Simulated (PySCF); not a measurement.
**Partial charges of `N#C[C-](F)C1CC1`**

C5H5FN (charge -1).
Numbering: `[N:1]#[C:2][C-:3]([F:4])[CH:5]1[CH2:6][CH2:7]1` (hydrogens: H8 on C5; H9, H10 on C6; H11, H12 on C7)

Cartesian coordinates in Å at the GFN2-xTB level; atoms count from 1:
```
atom  x, y, z in Å
N1     2.5743    1.5143   -0.4319
C2     1.9722    0.5444   -0.1639
C3     1.2921   -0.5035    0.3767
F4     1.9133   -1.7996    0.2136
C5    -0.1765   -0.6165    0.3299
C6    -1.0441   -0.0681   -0.7959
C7    -1.0413    0.5863    0.5589
H8    -0.5279   -1.5504    0.7654
H9    -0.5520    0.4599   -1.6002
H10   -1.9352   -0.6058   -1.1005
H11   -0.5447    1.5422    0.6473
H12   -1.9289    0.4960    1.1746
```

Density: PBE0/pcSseg-1 (PySCF); schemes: Mulliken, IAO, Hirshfeld and ESP-fitted. Isolated species at its GFN2-xTB geometry (one conformer only). The pcSseg-1 basis has no diffuse functions, a weakness for an anion. The HOMO energy is positive at this level (+0.69 eV), so the outermost electrons may be held by the finite basis alone.

Q: Atoms with like bonding are taken together and averaged. At which atom do the 4 schemes differ most?

A: At C3: from -0.761 (ESP-fitted) to +0.089 e (Mulliken), 0.850 e apart.

Q: For which atoms does the sign change between the 4 schemes (beyond +0.03 e in one, beyond −0.03 e in another)?

A: C2, C3 and C5.

Q: What partial charge does each atom carry?

A: In e; atoms taken as equivalent share a row and are averaged (×n: the atom named and its like, n in all):

```tsv
atom	environment	Mulliken	IAO	Hirshfeld	ESP-fitted
N1	nitrogen bonded to C	-0.433	-0.476	-0.415	-0.786
C2	carbon bonded to C and N	-0.050	+0.067	-0.045	+0.681
C3	carbon bonded to 2 C and F	+0.089	-0.103	-0.126	-0.761
F4	fluorine bonded to C	-0.408	-0.379	-0.217	-0.175
C5	three-membered-ring carbon	-0.260	-0.113	-0.068	+0.162
C6/C7	three-membered-ring carbon	-0.213	-0.320	-0.121	-0.369
H8	methine hydrogen	+0.084	+0.130	+0.023	+0.123
H9/H11	methylene hydrogen	+0.124	+0.142	+0.029	+0.150
H10/H12	methylene hydrogen	+0.078	+0.114	+0.016	+0.097
```

Mean size of the charges over all atoms: ESP-fitted 0.327 e, IAO 0.202 e, Mulliken 0.179 e, Hirshfeld 0.102 e. Each set sums to the total charge, -1, to within 0.001 e. The Hirshfeld scheme divides the density at each point in proportion to the densities of the neutral, spherically averaged free atoms. The IAO scheme counts the electrons in orthogonalised intrinsic atomic orbitals, a minimal basis polarised so that it spans the occupied orbitals exactly.

Some averages cover members that differ in this geometry: C6/C7, ESP-fitted -0.482 to -0.257; H9/H11, ESP-fitted +0.105 to +0.196; H10/H12, ESP-fitted +0.063 to +0.131; C6/C7, IAO -0.336 to -0.304 e.

Q: How many electrons does the ESP-fitted scheme count on F4?

A: Z − q = 9 − (-0.175) = 9.175.

Q: How closely do the schemes follow one another over all atoms?

A: Correlation coefficient and root-mean-square difference: Mulliken with IAO 0.91, 0.093 e; IAO with Hirshfeld 0.90, 0.123 e; Mulliken with Hirshfeld 0.84, 0.118 e; Hirshfeld with ESP-fitted 0.71, 0.333 e; IAO with ESP-fitted 0.70, 0.298 e; Mulliken with ESP-fitted 0.41, 0.376 e.

Q: Sum the charges by element, for elements with more than one atom.

A: 
```tsv
element	atoms	Mulliken	IAO	Hirshfeld	ESP-fitted
C	5	-0.646	-0.788	-0.482	-0.657
H	5	+0.486	+0.643	+0.114	+0.618
```

The run behind these numbers computed NMR shieldings as well. The run took 12 s of wall time on one thread of an Arm Neoverse V2 (shared host), and the process peaked at 0.71 GiB of memory.
